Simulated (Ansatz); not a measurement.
Tetramethylammonium triflate, `C[N+](C)(C)C.O=S(=O)([O-])C(F)(F)F`, relaxed as a singlet with RKS PBE-D4/def2-SVP in Ansatz, starting from the GFN2-xTB geometry. Force threshold 0.03 eV/Å.

Start:

Cartesian coordinates in Å:
```
C 2.075 0.715 1.424
N 0.680 0.295 1.227
C -0.112 1.436 0.734
C 0.108 -0.179 2.494
C 0.633 -0.795 0.238
H 2.128 1.544 2.129
H 2.669 -0.114 1.806
H 2.492 1.036 0.471
H 0.292 1.781 -0.217
H -1.128 1.101 0.517
H -0.114 2.239 1.468
H 0.668 -1.036 2.865
H 0.133 0.612 3.243
H -0.926 -0.477 2.331
H 1.202 -1.654 0.584
H 1.014 -0.439 -0.718
H -0.409 -1.067 0.054
O -0.203 0.745 -2.072
S -1.563 0.230 -2.102
O -2.518 0.999 -2.837
O -2.002 -0.248 -0.793
C -1.343 -1.363 -3.046
F -2.463 -2.079 -3.134
F -0.438 -2.116 -2.390
F -0.874 -1.166 -4.277
```

```tsv
step	energy (eV)	largest force component (eV/Å)	SCF passes
1	-31948.8657	2.956	24
2	-31949.1658	1.542	22
3	-31949.2796	0.247	22
4	-31949.2900	0.104	22
5 (rejected)	-31949.2896	0.219	22
6	-31949.2910	0.019	23
```

Force components are those of the run's own axes.

End:

Cartesian coordinates in Å:
```
C 2.111 0.730 1.462
N 0.695 0.295 1.241
C -0.118 1.470 0.751
C 0.104 -0.199 2.526
C 0.671 -0.826 0.229
H 2.130 1.552 2.201
H 2.703 -0.127 1.832
H 2.521 1.081 0.498
H 0.273 1.783 -0.235
H -1.151 1.114 0.564
H -0.060 2.268 1.515
H 0.693 -1.060 2.892
H 0.119 0.616 3.273
H -0.937 -0.511 2.328
H 1.286 -1.657 0.622
H 1.041 -0.436 -0.736
H -0.386 -1.109 0.060
O -0.193 0.804 -2.163
S -1.598 0.255 -2.173
O -2.584 0.993 -2.988
O -2.080 -0.194 -0.808
C -1.364 -1.392 -3.062
F -2.516 -2.079 -3.135
F -0.463 -2.163 -2.389
F -0.896 -1.207 -4.306
```

By distances, no bond broke or formed. The bond that changes most is S19–O21, from 1.46 to 1.52 Å (atoms count from 1).

No frequencies were taken in this run, so the end may be a saddle point.

It took 27 s on 4 threads of Arm Neoverse V2 on a shared host.
